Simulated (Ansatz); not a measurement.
Reaction (substitution at a C–N bond): `CN=C=[Se]` + `C=C(O)S` → `C=C(O)SC` + `N=C=[Se]`

Gas-phase electronic energies from Ansatz, PBE0-D4/def2-TZVP geometries. CCSD(T)/CBS is the MP2 limit (def2-TZVPP, def2-QZVPP) plus CCSD(T) − MP2 in def2-TZVPP, frozen cores. DFT in def2-TZVPP. B3LYP here is the variant with VWN-RPA as its local correlation; programs differ in this. For Se outer-core shells are correlated without core-valence functions, which leaves a few kJ/mol of doubt a bond. Scalar relativity is left out up to krypton. Each species was taken in one conformer, which may not be the lowest.

```csv
level,ΔE (kJ/mol),difference from CCSD(T)/CBS
PBE-D4,-10.5,-0.1
PBE0-D4,-5.4,5.0
B3LYP-D4,-5.3,5.1
B2PLYP,-5.2,5.2
PBE0,-3.3,7.1
B3LYP,-1.3,9.1
HF/def2-TZVPP,13.7,24.1
CCSD(T)/def2-TZVPP,-7.7,2.7
HF/def2-QZVPP,13.7,24.1
CCSD/CBS(def2),-4.5,5.9
CCSD(T)/CBS,-10.4,0
```

Largest T1 diagnostic among the species: 0.016.

In def2-TZVPP, CCSD(T) changes the Hartree–Fock value by −21.4 kJ/mol (the triples alone add −5.8 kJ/mol) and MP2 by −22.3 kJ/mol. From PBE to PBE0 (25 % exact exchange), in def2-TZVPP and without D4, ΔE moves by +4.8 kJ/mol. The D4 term adds −4.0 kJ/mol with B3LYP and −2.1 kJ/mol with PBE0; it sums over pairs of atoms, weighted by their polarisabilities, and B3LYP, whose exchange is more repulsive, gets the larger term.
